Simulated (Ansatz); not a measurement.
**Ligand exchange: C2H8AlN + SiH(CH3)(NH2)2 → C2H9AlN2 + SiH2(CH3)(NH2)**

Gas-phase species: C2H8AlN `C[N](C)[AlH2]`, singlet; SiH(CH3)(NH2)2, singlet; C2H9AlN2 `C[N](C)[AlH][NH2]`, singlet; SiH2(CH3)(NH2), singlet. The partners trade H for NH2: Al–H and Si–NH2 bonds give way to Al–NH2 and Si–H.

Shapes, held fixed at every level: PBE0-D4/def2-TZVP. Flexible molecules stand in one conformer, not always the lowest. Programs: Ansatz 0.2.0. The zero-point and thermal change to 298 K, harmonic and unscaled (PBE0-D4/def2-TZVP), is +1.6 kJ/mol.

| level | kind | ΔH(298 K) (kJ/mol) | less CCSD(T)/CBS estimate |
| --- | --- | --- | --- |
| BHLYP-D4/def2-TZVPP | global hybrid | -18.0 | +0.3 |
| r2SCAN0-D4/def2-TZVPP | global hybrid | -18.1 | +0.2 |
| wB97M-V/def2-TZVPP | range-separated hybrid | -16.6 | +1.7 |
| wB97X-V/def2-TZVPP | range-separated hybrid | -17.5 | +0.8 |
| B2PLYP/def2-TZVPP | double hybrid | -20.0 | -1.7 |
| MP2/def2-TZVPP | perturbation theory | -18.9 | -0.6 |
| CCSD(T)/def2-TZVPP | coupled cluster or CI | -18.3 | 0.0 |
| CCSD(T)/CBS estimate | coupled cluster or CI | -18.3 | 0.0 |

The highest level, CCSD(T)/CBS estimate, gives ΔH(298 K) = -18.3 kJ/mol; the levels span -20.0 to -16.6. The column of differences is taken from that level and isn't an error. No measured value is set beside it here. The CBS estimate extrapolates MP2 from def2-TZVPP and def2-QZVPP and adds CCSD(T) − MP2 in the triple-zeta set, cores frozen.
